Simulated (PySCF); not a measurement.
P²⁺ (phosphorus, charge +2) across methods

[Ne] 3s1 3p2, high-spin 4P determinant (an excited configuration). Calculation: PySCF 2.14, in x2c-TZVPPall (5s5p3d1f, 42 functions); scalar relativity by spin-free X2C-1e.

| method | E (hartree) | mean ε 2p β (eV) | mean ε 3s α (eV) | mean ε 3p α (eV) | Σ⟨r²⟩ (bohr²) | ⟨S²⟩ |
| --- | --- | --- | --- | --- | --- | --- |
| PBE0 | -340.5926 | -154.43 | -38.010 | -27.603 | 14.45 | 3.750 |
| wB97X | -340.7205 | -156.08 | -40.604 | -29.977 | 14.44 | 3.750 |
| wB97X-V | -340.6657 | -156.20 | -40.603 | -29.952 | 14.53 | 3.750 |
| r2SCAN | -340.7068 | -150.77 | -36.628 | -26.530 | 14.41 | 3.750 |
| wB97M-V | -340.6941 | -156.74 | -40.183 | -29.488 | 14.57 | 3.750 |
| LDA | -339.4232 | -148.46 | -35.865 | -26.032 | 14.48 | 3.750 |
| UHF | -340.25581 | -170.94 | -43.701 | -31.528 | 14.56 | 3.750 |
| CAM-B3LYP | -340.7213 | -155.42 | -39.454 | -28.858 | 14.45 | 3.750 |

(1) Estimate the same row for PBE.

Answers

(1) E (hartree) = -340.5590; mean ε 2p β (eV) = -148.49; mean ε 3s α (eV) = -35.931; mean ε 3p α (eV) = -26.131; Σ⟨r²⟩ (bohr²) = 14.46; ⟨S²⟩ = 3.750.
